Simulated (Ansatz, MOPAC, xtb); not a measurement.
**How methods differ on IF (iodine monofluoride)**

IF, singlet, SMILES `FI`. Each level relaxes the structure for itself.

Each level gives the harmonic wavenumber (cm⁻¹). The values are calculated.

Measured value to compare with: Huber and Herzberg, Constants of Diatomic Molecules gives the harmonic wavenumber of the gas as 610 cm⁻¹.

```tsv
level	kind	program	value (cm⁻¹)	computed − measured
PM3	semi-empirical	MOPAC	1018	+408
PM6-D3H4	semi-empirical	MOPAC	655	+45
PM6-DH+	semi-empirical	MOPAC	655	+45
GFN1-xTB	semi-empirical	xtb	571	-39
SVWN5/def2-TZVP (core potential)	LDA	Ansatz	627	+17
PBE-D3(BJ)/def2-TZVP (core potential)	GGA	Ansatz	591	-19
r2SCAN/def2-TZVP (core potential)	meta-GGA	Ansatz	617	+7
B3LYP-D4/def2-TZVP (core potential)	global hybrid	Ansatz	610	0
wB97X-V/def2-TZVP (core potential)	range-separated hybrid	Ansatz	647	+37
CCSD(T)/def2-TZVP (core potential)	coupled cluster or CI	Ansatz	619	+9
```

Nearest: B3LYP-D4/def2-TZVP (core potential) (0 cm⁻¹); farthest: PM3 (+408 cm⁻¹). Computed less measured by kind, in cm⁻¹ (def2-TZVP rows): semi-empirical -39 to +408; LDA +17; GGA -19; meta-GGA +7; global hybrid +0; range-separated hybrid +37; coupled cluster or CI +9. Harmonic and unscaled. In the correlated wave-function rows the outer d shell of I is correlated, in sets not made for it.
